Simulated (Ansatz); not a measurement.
Basis-set extrapolation for CH$_{6}$B$_{2}$O (`BCBO`) (PBE0-D4/def2-TZVP geometry, frozen core, Ansatz). Multiplicity 1, RHF reference.

```tsv
	def2-TZVPP	def2-QZVPP
HF	-165.697153	-165.705349
MP2 correlation	-0.617861	-0.661115
CCSD(T) correlation	-0.679514	not run
```

Energies in hartree. Use E(X) = E(∞) + A·exp(−7.88·√X) for Hartree–Fock and E(X) = E(∞) + B·X^(−2.97) for correlation, with X = 3 and 4, and add CCSD(T) minus MP2 of the smaller set to the MP2 limit.

Task: What is the CCSD(T) energy at the basis-set limit?

Result: HF limit: -165.705349 + (-0.008196) × 0.13774 = -165.70648. MP2 limit: -0.661115 + (-0.043254) × 0.74074 = -0.69315. Higher-order term: -0.679514 − (-0.617861) = -0.06165. Total: -166.46128 hartree, 222.2 kJ/mol below CCSD(T)/def2-TZVPP.
